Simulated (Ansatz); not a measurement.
Input file:

```yaml
crystal:
  periodic: [false, false, false]
  atoms:
    - { symbol: Ta, position_ang: [-0.052459, 0.27651, -0.015975] }
    - { symbol: O, position_ang: [1.890939, 0.455181, -0.062785] }
    - { symbol: H, position_ang: [2.457581, 0.207559, 0.658588] }
    - { symbol: F, position_ang: [0.225216, -0.411262, 1.722319] }
    - { symbol: Cl, position_ang: [-0.089748, 0.703398, -2.316174] }
    - { symbol: Cl, position_ang: [-1.017661, 2.227743, 0.672405] }
    - { symbol: Cl, position_ang: [-1.713811, -1.356811, -0.215605] }
    - { symbol: Si, position_ang: [1.416844, -2.907718, -1.385838] }
    - { symbol: H, position_ang: [0.992646, -4.007367, -0.494988] }
    - { symbol: H, position_ang: [0.5158, -2.793876, -2.54847] }
    - { symbol: H, position_ang: [2.813459, -3.111604, -1.82743] }
    - { symbol: H, position_ang: [1.387492, -1.642553, -0.630147] }
basis:
  gaussian: { orbitals: def2-SVP }
hamiltonian:
  xc: hf
relax:
  f_tol: 0.03
  max_steps: 50
output:
  orbitals: {}
```

Command:

```bash
$ ansatz run input.yaml --threads 4 --pin off --max-ram 5120MiB --backend cpu --events-out ev --progress --plain --runs-dir out
```

Hardware: 4 threads of Arm Neoverse V2 (shared host).

Task: Roughly how long does this run take, and how much memory?

Result: 52 s, with a peak of 0.52 GiB, for 19 ionic steps.
